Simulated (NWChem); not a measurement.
Total energies of Br (+1)

SMILES: [Br+]
```xyz
1

Br     0.0000     0.0000     0.0000
```
Charge +1, spin multiplicity 3.

All runs are NWChem calculations.

Basis set: def2-TZVP (48 functions).

```
method      total energy (Ha)  relative cost
----------  -----------------  -------------
UHF               -2572.00262              1
UMP2              -2572.21597        under 3
UB2PLYP           -2573.29577        under 3
UPBE              -2573.28632        under 3
UB3LYP            -2573.70188        under 3
UBHandHLYP        -2573.67472        under 3
```

Total energies of different functionals aren't comparable as a measure of quality: only differences taken within one method are. Relative cost: rough, from shared machines, SCF included, UHF = 1.

The Hamiltonian is non-relativistic. The correlated methods keep 9 core orbitals frozen. B3LYP has NWChem's definition, with VWN1-RPA local correlation. The stability of the SCF solutions was not checked. Open-shell Hartree-Fock references start from PBE0 orbitals; any time given for them includes that run.
